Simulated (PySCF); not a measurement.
**Static response to an electric field**

Species: C₅H₉ClSi.
Numbering: `[SiH3:1][C@@H:2]1[CH2:3][CH:4]=[CH:5][C@H:6]1[Cl:7]` (hydrogens: H8, H9, H10 on Si1; H11 on C2; H12, H13 on C3; H14 on C4; H15 on C5; H16 on C6)

Structure used (GFN2-xTB), in Å, numbered top down from 1:
```
atom  x, y, z in Å
Si1   -1.8945   -0.6998   -0.2617
C2    -0.3102    0.2865   -0.6695
C3     0.9126   -0.6414   -0.7883
C4     1.5390   -0.5506    0.5665
C5     1.0485    0.4579    1.2711
C6     0.0431    1.2221    0.4818
Cl7    0.8435    2.7412   -0.1256
H8    -1.6715   -1.4785    0.9566
H9    -3.0006    0.2370   -0.0671
H10   -2.1670   -1.5930   -1.3882
H11   -0.4644    0.8540   -1.5886
H12    1.6203   -0.2824   -1.5424
H13    0.6444   -1.6662   -1.0507
H14    2.3065   -1.2338    0.8865
H15    1.3528    0.7705    2.2541
H16   -0.8101    1.5854    1.0541
```

Level: CAM-B3LYP/def2-SVPD (PySCF), static field, nuclei fixed, core orbitals frozen in the response. The polarisability tensor in these axes (au):

```
x    95.62   4.12   2.02
y     4.12 106.29   3.50
z     2.02   3.50  85.14
```

**Question.** Give the principal values, the mean and the anisotropy Δα = √{½[(α1 − α2)² + (α2 − α3)² + (α1 − α3)²]}.

**Answer.** Principal values 84.41, 94.27 and 108.38 au; mean 95.68 au = 14.18 Å³ = 15.78 × 10⁻⁴⁰ C²·m²/J; Δα = 20.87 au (22 % of the mean).

**Question.** What is the dipole moment, and where does it point?

**Answer.** (-0.32, -2.09, 0.23) D, 2.13 D in size, pointing from the negative to the positive side. Measured along this direction, the outermost atoms are Cl7 at the negative end and H8 and H10 at the positive end.

**Question.** Give the eigenvalues of the traceless quadrupole moment Θ = ½Σq(3rr − r²1), origin at the centre of nuclear charge.

**Answer.** -8.30, 3.70, 4.60 D·Å. The values depend on the origin, since the dipole doesn't vanish. The electronic extent ⟨r²⟩ about the same centre is 1182 bohr², a root-mean-square distance of 2.17 Å for the 70 electrons.

**Question.** How large is μ²/3kT at 500 K beside α?

**Answer.** In Gaussian units μ²/3kT = 21.90 Å³ against 14.18 Å³, a ratio of 1.54; the Debye molar polarisation (4π/3)N_A(α + μ²/3kT) is 91.0 cm³/mol, leaving out the vibrational part.

**Question.** Find the Langevin capture rate constant for NH4+ (18.034 u) meeting this molecule (132.016 u), k = 2.342 × 10⁻⁹ cm³/s × √(α in Å³ / reduced mass in u).

**Answer.** The reduced mass is 15.87 u, so k = 2.21 × 10⁻⁹ cm³/s. The formula leaves out the permanent dipole, which adds to the capture rate.

**Question.** In TDDFT the mean static polarisability is Σ f/ω² over all singlet excitations (ω in hartree). How much of it do the 8 lowest give? Their energies (eV) and oscillator strengths: 6.45, 0.1509; 6.63, 0.0572; 6.77, 0.0194; 7.12, 0.0195; 7.73, 0.0260; 7.78, 0.0260; 7.89, 0.0335; 7.93, 0.0179.

**Answer.** They add up to 5.50 au, 5.7 % of the 95.68 au; the largest single term is 2.69 au, from the state at 6.45 eV. Terms in order: 2.69, 0.96, 0.31, 0.28, 0.32, 0.32, 0.40, 0.21 au. Higher excitations give the rest. The strengths listed sum to 0.350.

**Question.** Give the principal axes and the span of the nuclei along them.

**Answer.** Largest value along (0.33, 0.93, 0.17), where the nuclei span 5.23 Å; middle along (0.94, -0.34, 0.08), 5.55 Å; least along (-0.13, -0.13, 0.98), 3.63 Å. The strongest response doesn't lie along the longest of the three spans.

One conformer (not necessarily the lowest) at the GFN2-xTB geometry, without solvent, vibrations or thermal averaging.

These values come from a run that also computed excited states. Hardware: one thread, Arm Neoverse N1 (aarch64), shared host. Cost: 89 s of wall time, 1.0 GiB resident at most.
